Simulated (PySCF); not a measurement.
**Fe⁺ (iron, charge +1) across methods**

[Ar] 3d6 4s1, high-spin 6D determinant. Computed with PySCF 2.14 in def2-QZVPPD (11s6p5d4f2g, 100 functions), with the non-relativistic Hamiltonian (point nucleus).

| method | E (hartree) | mean ε 3d α (eV) | mean ε 3d β (eV) | mean ε 4s α (eV) | Σ⟨r²⟩ (bohr²) | ⟨S²⟩ |
| --- | --- | --- | --- | --- | --- | --- |
| r2SCAN | -1263.380 | -18.031 | -14.018 | -13.169 | 24.99 | 8.751 |
| PBE0 | -1263.186 | -20.057 | -16.013 | -13.567 | 25.08 | 8.751 |
| LDA | -1260.916 | -17.854 | -13.951 | -13.120 | 25.10 | 8.751 |
| UHF | -1262.22069 | -26.909 | -21.303 | -15.221 | 25.27 | 8.753 |
| LC-wPBE | -1263.200 | -22.652 | -18.955 | -15.918 | 25.09 | 8.751 |
| BHandHLYP | -1263.390 | -22.402 | -18.134 | -14.134 | 25.06 | 8.753 |
| TPSSh | -1263.418 | -18.525 | -14.959 | -13.076 | 25.10 | 8.751 |
| wB97X | -1263.399 | -22.312 | -18.574 | -15.324 | 25.14 | 8.752 |
| PBE | -1263.151 | -17.599 | -13.956 | -12.878 | 25.20 | 8.751 |
